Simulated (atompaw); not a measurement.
**What one change does to a pseudopotential (K, PAW (atompaw))**

atompaw 4.2.0.5 input, output lines left out:

```
K 19
LDA-PW scalarrelativistic loggrid 1500 logderivrange -3 5 201
4 4 0 0 0 0
4 0 1
4 1 0
0 0 0
c
c
c
v
c
v
v
2
3.00 2.80 2.10 2.35
y
0.5
n
n
y
0.05
y
0.7
n
custom polynom2 7 10 vanderbiltortho sinc
3 0.5 vpsmatchnc
3.00
3.00
1.95
2.20
3.00
3.00
```

All-electron outer shells of the reference configuration (LDA (PW92), scalar-relativistic, ld1.x):

| shell | level (eV) | outermost node (bohr) | outermost maximum (bohr) |
| --- | --- | --- | --- |
| 2p | -280.02 | – | 0.26 |
| 3s | -35.18 | 0.48 | 1.07 |
| 3p | -18.84 | 0.45 | 1.15 |
| 4s | -2.43 | 1.59 | 4.03 |
| 4p | -0.84 | 1.88 | 5.71 |

Change: local potential troulliermartins scheme with l = 3 at 0.5 Ry, radius 2.10 bohr.

Cutoffs: the cutoffs (Ry, on a coarse ladder) from which the occupation-weighted sum of valence levels, in a spherical-Bessel basis at the reference potential, stays within 10 and 1 mRy of its value at 400 Ry; they do not see the model core or the augmentation charge, which bear on the density cutoff.

Task: What does the change do?

Result: The potential gets neither clearly harder nor softer (18 Ry and 25 Ry → 18 Ry and 25 Ry); both files keep a bound ghost (s).

| quantity | base | changed |
| --- | --- | --- |
| cutoff, loose | 18 Ry | 18 Ry |
| cutoff, tight | 25 Ry | 25 Ry |
| bound ghosts | s | s |
| s: phases at 3.01 bohr within 0.05 rad from the reference energy up to (Ry; the scan ends near 5) | 2.0 | 2.7 |
| p: phases at 3.01 bohr within 0.05 rad from the reference energy up to (Ry; the scan ends near 5) | 2.2 | 2.8 |
| d: phases at 3.01 bohr within 0.05 rad from the reference energy up to (Ry; the scan ends near 5) | 1.7 | 1.7 |
| lowest overlap eigenvalue by channel | s 0.36, p 0.67, d 0.94 | s 0.42, p 0.68, d 0.94 |

 A true bound ghost makes a file unfit for plane-wave use even where its test errors are small: the radial tests pick states by their node count and pass the ghost by. The cutoffs see the waves, projectors and local potential, not the compensation charge or the core.
